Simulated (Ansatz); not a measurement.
Consider the atomization: `F[SiH]([S])Cl`• → Cl• + F• + H• + S• + Si•.

Program: Ansatz. Geometries: PBE0-D4/def2-TZVP. ΔE: electronic, gas phase. CBS: MP2 limit from def2 TZ/QZ plus the TZ coupled-cluster correction, frozen cores. This one scheme is used for every species, atoms too. DFT in def2-TZVPP. Open shells (•) are unrestricted, without spin–orbit coupling. Spin–orbit coupling would lower the free atoms: a little for Cl, F, S, Si.

| level | ΔE (kJ/mol) | difference from CCSD(T)/CBS |
| --- | --- | --- |
| BLYP-D4 | 1607.4 | -23.7 |
| r2SCAN-D4 | 1646.7 | 15.6 |
| ωB97X-V | 1642.5 | 11.4 |
| ωB97M-V | 1638.7 | 7.6 |
| BLYP | 1575.8 | -55.3 |
| r2SCAN0 | 1605.6 | -25.5 |
| CCSD(T)/def2-SVP | 1451.2 | -179.9 |
| HF/def2-QZVPP | 1205.7 | -425.4 |
| SCS-MP2/def2-QZVPP | 1637.9 | 6.8 |
| MP2/CBS(def2) | 1691.3 | 60.2 |
| CCSD(T)/CBS | 1631.1 | 0 |

(1) What do rigid-rotor, harmonic-oscillator terms from PBE0-D4/def2-TZVP frequencies (298.15 K, 1 bar) make of the CCSD(T)/CBS value? (Estimate.)

Largest T1 diagnostic among the species: 0.012.

Answers

(1) The calculation gave: ΔZPE = -38.7 kJ/mol, ΔH = +1607.5 kJ/mol, ΔS = 461 J/(mol·K), ΔG = +1470.1 kJ/mol. Open shells count their whole term as degenerate.

At CCSD(T), def2-SVP lies −179.9 kJ/mol from the extrapolated value and def2-TZVPP −63.4 kJ/mol: correlation converges slowly with the basis, and small sets miss more of it in the bonded molecule than in its fragments. From PBE to PBE0 (25 % exact exchange), in def2-TZVPP and without D4, ΔE moves by −30.5 kJ/mol: exact exchange takes away binding that semilocal exchange gives to molecules.

For atomizations the MP2-based limit and the directly extrapolated one differ by several kJ/mol either way, and by 10 to 25 for some Ge, Se and Sn compounds, so smaller differences from it don't rank the levels.
